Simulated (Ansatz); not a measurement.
Isolated molecules relaxed with PBE0-D4/def2-TZVP in Ansatz; ΔE leaves out vibrations. CCSD(T)/CBS is the MP2 limit (def2-TZVPP, def2-QZVPP) plus CCSD(T) − MP2 in def2-TZVPP, frozen cores. DFT in def2-TZVPP. One conformer a species, not always the lowest.

Reaction (redistribution): `N[SiH2][SiH2]N` + `FC([SiH3])SS` → `N[SiH2]C(F)[SiH3]` + `N[SiH2]SS`

`N[SiH2][SiH2]N`:

Cartesian coordinates in Å:
```
N 0.976 1.279 0.928
Si 0.857 0.813 -0.733
Si -0.766 -0.888 -0.747
N -1.090 -1.185 0.926
H 0.117 1.386 1.446
H 1.655 1.967 1.214
H 0.489 1.902 -1.692
H 2.197 0.326 -1.166
H -0.290 -2.067 -1.538
H -2.040 -0.456 -1.387
H -0.302 -1.232 1.554
H -1.803 -1.844 1.195
```

`FC([SiH3])SS`:

```xyz
10

F    -1.873   -0.022    0.403
C    -0.796    0.566   -0.255
Si    0.289   -0.825   -0.989
S     0.048    1.750    0.784
S     1.379    0.633    1.858
H    -1.211    1.189   -1.059
H     1.595   -0.265   -1.412
H    -0.440   -1.346   -2.175
H     0.456   -1.912    0.001
H     0.553    0.233    2.844
```

`N[SiH2]C(F)[SiH3]`:

Z-matrix (Å, degrees):
```
Si
C 1 1.898
N 1 1.712 2 116.0
H 1 1.488 2 105.8 3 120.5
H 1 1.485 2 107.0 3 -120.3
Si 2 1.891 1 115.4 3 -56.7
F 2 1.412 1 108.6 3 65.5
H 2 1.100 1 108.1 3 -178.2
H 3 1.007 1 121.2 2 72.8
H 3 1.007 1 120.1 2 -74.5
H 6 1.488 2 108.0 1 -61.8
H 6 1.486 2 110.3 1 57.3
H 6 1.485 2 110.7 1 178.2
```

`N[SiH2]SS`:

Cartesian coordinates in Å:
```
N -0.505 0.024 -1.341
Si 0.910 0.122 -0.392
S 0.848 -0.824 1.545
S -0.658 0.341 2.344
H -0.827 -0.860 -1.702
H -1.272 0.650 -1.156
H 1.195 1.559 -0.181
H 2.013 -0.598 -1.078
H -1.704 -0.413 1.961
```

Is it downhill or uphill in electronic energy at CCSD(T)/CBS, and by how much? (Best estimate.)

Computed: Downhill: ΔE = -24.4 kcal/mol.

What do these levels give: r2SCAN-D4, PBE, PBE0, HF/def2-TZVPP, CCSD(T)/def2-TZVPP, MP2/def2-QZVPP? (Estimate.)

Computed: r2SCAN-D4 -23.2, PBE -20.6, PBE0 -22.2, HF/def2-TZVPP -27.5, CCSD(T)/def2-TZVPP -23.8, MP2/def2-QZVPP -25.6 kcal/mol.

Largest T1 diagnostic among the species: 0.013.

From PBE to PBE0 (25 % exact exchange), in def2-TZVPP and without D4, ΔE moves by −1.6 kcal/mol. In def2-TZVPP, CCSD(T) changes the Hartree–Fock value by +3.7 kcal/mol (the triples alone add +0.7 kcal/mol) and MP2 by +2.4 kcal/mol.
